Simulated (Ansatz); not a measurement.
```yaml
crystal:
  periodic: [false, false, false]
  atoms:
    - {symbol: F, position_ang: [0.403474, -1.759973, -1.295427]}
    - {symbol: Ge, position_ang: [-0.163930, -0.907758, 0.048507]}
    - {symbol: C, position_ang: [-0.045569, 1.024004, -0.151498]}
    - {symbol: Te, position_ang: [1.409873, 0.469697, 1.580825]}
    - {symbol: H, position_ang: [-1.403552, -1.771397, 0.366843]}
    - {symbol: H, position_ang: [0.432606, 1.329209, -0.783245]}
    - {symbol: H, position_ang: [-0.781499, 1.753146, 0.202551]}
basis:
  gaussian: {orbitals: def2-mTZVP}
total_charge: -2
hamiltonian: {xc: {name: B97}, pseudopotentials: {relativity: scalar}}
output: {forces: true}
```

```sh
$ ansatz run in.yaml --threads 4 --pin off --events-out ev --progress --plain --max-ram 10444MiB
```

It prints (some lines left out):

```
Functional definition: B97
1182 factors; integrals over basis functions are off by at most 1.1e-3 eV
mean field evaluation 1: about -68058.4228 eV, gradient 8.8e1 eV
mean field evaluation 2: about -67994.3720 eV, gradient 1.8e2 eV
mean field evaluation 4: about -68072.4360 eV, gradient 3.3e1 eV
mean field evaluation 8: about -68075.9297 eV, gradient 3.4e-1 eV
mean field evaluation 16: about -68075.9523 eV, gradient 1.9e-3 eV
mean field -68075.95226628 eV, -2501.7451022479 hartree, gradient 6.5e-5 eV, S^2 0.000000; 1 other end points of the search recorded, 0 dependent functions left out
reference -68075.95228755 eV, -2501.7451030297 hartree; 38, 38 occupied and 81, 81 virtual orbitals, 1182 factors
Total energy: -68075.95228755 eV, -2501.7451030297 hartree
Relativity: scalar
Atom 0 at     0.403474    -1.759973    -1.295427 Å, force     1.196010    -2.261586    -4.661402 eV/Å
Atom 1 at    -0.163930    -0.907758     0.048507 Å, force     0.424830     0.579541     3.908497 eV/Å
Atom 2 at    -0.045569     1.024004    -0.151498 Å, force   -10.173495    -5.054029    12.015955 eV/Å
Atom 3 at     1.409873     0.469697     1.580825 Å, force     1.584428     1.218747     1.720187 eV/Å
Atom 4 at    -1.403552    -1.771397     0.366843 Å, force    -2.412901    -0.655776    -0.057518 eV/Å
Atom 5 at     0.432606     1.329209    -0.783245 Å, force     9.789499     6.069693   -12.895589 eV/Å
Atom 6 at    -0.781499     1.753146     0.202551 Å, force    -0.408371     0.103409    -0.030130 eV/Å
Dipole moment:    -0.028274    -0.157450    -0.196096 e Å
```

In this input the charge is far from anything that the molecule holds. The calculation finished and met its thresholds. The result belongs to that input, not to the molecule as meant.
